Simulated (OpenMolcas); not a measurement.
## Re5+: moving or changing the point charges

Re5+ among 4 point charges of -1.5 e arranged as a square (D4h), 2.26 Å from the ion.
```
   2.2600    0.0000    0.0000  -1.50
   0.0000    2.2600    0.0000  -1.50
  -2.2600    0.0000    0.0000  -1.50
   0.0000   -2.2600    0.0000  -1.50
```

```json
{
 "Program": "OpenMolcas 26.06",
 "Method": "CASSCF",
 "Basis": "ANO-RCC-VDZP [7s6p4d2f1g]",
 "Scalar Hamiltonian": "DKH2, point nucleus",
 "Active space": "2 electrons in 5 orbitals (5d)",
 "State averaging": "2S+1 = 3 even, 10 roots; 2S+1 = 1 even, 15 roots",
 "Spin-orbit coupling": "RASSI with atomic mean-field integrals over the reference wave functions"
}
```

Runs around this geometry, states (labels of D4, the rotations of D4h). Energies in cm-1 above the lowest state or level, χT in cm3 K/mol.

```tsv
R (Å)	q (e)	Ground state	First state of that spin	First gap with spin-orbit (degeneracies)	χT at 300 K	First state of another spin
2.26	-1.2	3A2	3E 649.0	1696 (1, 2)	0.067	1B2 10899
2.1	-1.5	3A2	3E 43.5	2703 (1, 2)	0.034	1A1 10449
2.26	-1.5	3A2	3E 359.1	2171 (1, 2)	0.048	1B2 10810
2.44	-1.5	3A2	3E 496.4	1670 (1, 2)	0.069	1B2 10887
```

Scaling the charges by -1.2 / -1.5 = 0.80 scales the first state of the same spin by 649 / 359.1 = 1.81; with fixed orbitals a first-order splitting would follow the charge.

Without dynamic correlation the repulsion within the d shell is too large (B by tens of per cent), so at a given field states of lower spin stand too high. Spin-orbit coupling mixes the spin-free states strongly: the lowest level takes only 54 % from its leading state, 3E, which lies 649 cm-1 above the lowest spin-free state (figures for R = 2.26, q = -1.2; the like holds for R = 2.1, q = -1.5, R = 2.26, q = -1.5, R = 2.44, q = -1.5). This is an electrostatic model: the charges have no orbitals. No measured value stands beside these numbers.
